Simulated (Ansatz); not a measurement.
Consider the homolysis of the Al–Cl bond: `[NH2][Al]([Cl])[Cl]` → `[NH2][Al][Cl]`• + Cl•.

Gas-phase electronic energies from Ansatz, PBE0-D4/def2-TZVP geometries. CCSD(T)/CBS is the MP2 limit (def2-TZVPP, def2-QZVPP) plus CCSD(T) − MP2 in def2-TZVPP, frozen cores. This one scheme is used for every species, atoms too. Functionals use def2-TZVPP. B3LYP here is the variant with VWN-RPA as its local correlation; programs differ in this. HSE06 is defined as in plane-wave codes. Open shells (•) are unrestricted, without spin–orbit coupling. Spin–orbit coupling would lower the free atoms: a little for Cl. Each species was taken in one conformer, which may not be the lowest.

```tsv
level	ΔE (kJ/mol)	difference from CCSD(T)/CBS
LDA (SPW92)	543.1	34.4
BLYP-D4	477.9	-30.8
B97M-V	515.8	7.1
PBE0-D4	492.4	-16.3
B3LYP-D4	486.0	-22.7
B2PLYP	490.1	-18.6
PBE-QIDH	500.8	-7.9
PBE	486.1	-22.6
BLYP	467.9	-40.8
r2SCANh	492.9	-15.8
HSE06	488.5	-20.2
HF/def2-SVP	397.4	-111.3
CCSD/def2-SVP	471.0	-37.7
HF/def2-TZVPP	393.6	-115.1
MP2/def2-TZVPP	509.5	0.8
HF/def2-QZVPP	393.3	-115.4
CCSD(T)/CBS	508.7	0
```

Largest T1 diagnostic among the species: 0.012.

From BLYP to BHLYP (50 % exact exchange), in def2-TZVPP and without D4, ΔE moves by +10.3 kJ/mol. At CCSD(T), def2-SVP lies −33.9 kJ/mol from the extrapolated value and def2-TZVPP −16.5 kJ/mol: correlation converges slowly with the basis, and small sets miss more of it in the bonded molecule than in its fragments. Leaving LDA and LC-ωPBE aside and taking each functional with its dispersion term where it has one, the values, not all of them listed here, spread over 38.8 kJ/mol, from revPBE-D4 to B97M-V. LDA lies +57.1 kJ/mol from PBE without D4, its usual overbinding.

CCSD(T)/CBS has its own doubt, a few kJ/mol and more with outer-core shells, so smaller differences from it don't rank the levels.
